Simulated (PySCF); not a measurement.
# Structure elucidation problem

An unknown has the formula C₅H₁₃BO₃. Its calculated NMR data are:

1H NMR (400 MHz, computed): δ 3.91 (sept, 1H), 3.50 (s, 6H), 1.34 (d, 6H).

13C{1H} NMR (computed): δ 69.7, 52.4, 23.6.

- geometry: PBE0-D3(BJ)/def2-SVP
- shielding tensors at CAM-B3LYP/pcSseg-1 (GIAO)
- program: PySCF 2.14.0 with density-fitted response routines
- in vacuum, fast rotation and ring inversion assumed for equivalent nuclei, one computed conformer, non-relativistic

References, each an isolated molecule treated in the same way: TMS for 1H (σ = 31.33 ppm), 13C (σ = 182.45 ppm).

What is the structure?

## Answers


1. 3 carbon signals for 5 carbons: some carbons are equivalent by symmetry or fast rotation.
2. Carbon types of the structure: 1 × CH, 4 × CH3, which accounts for all hydrogens.
3. δC 69.7: sp3 CH bonded to O; the inductive effect lowers its shielding.
4. δC 52.4: methyl carbon bonded to O; deshielded by the electronegative neighbour.
5. δC 23.6: methyl carbon; a saturated carbon with 1 carbon neighbour and no heteroatom attached.
6. δH 3.91: hydrogen on an sp3 CH bonded to O; its carbon carries O, an electronegative neighbour.
7. δH 3.50: hydrogen on a methyl carbon bonded to O; its carbon carries O, hence the downfield position.
8. δH 1.34: hydrogen on a methyl carbon.

These data were computed for SMILES COB(OC)OC(C)C.

The shifts were computed for this structure.

Shifts are as computed, not scaled to solution data. Of 1313 compounds with measured shifts, 239 miss one by over three times the rms of a fit or turn the order of signals round; such compounds aren't used in these exercises. No couplings were computed; multiplicities are counted from neighbouring protons, with m where these are inequivalent, close in shift, in a saturated or five-membered ring or joined by F or P, and br s for small geminal =CH2 splittings.
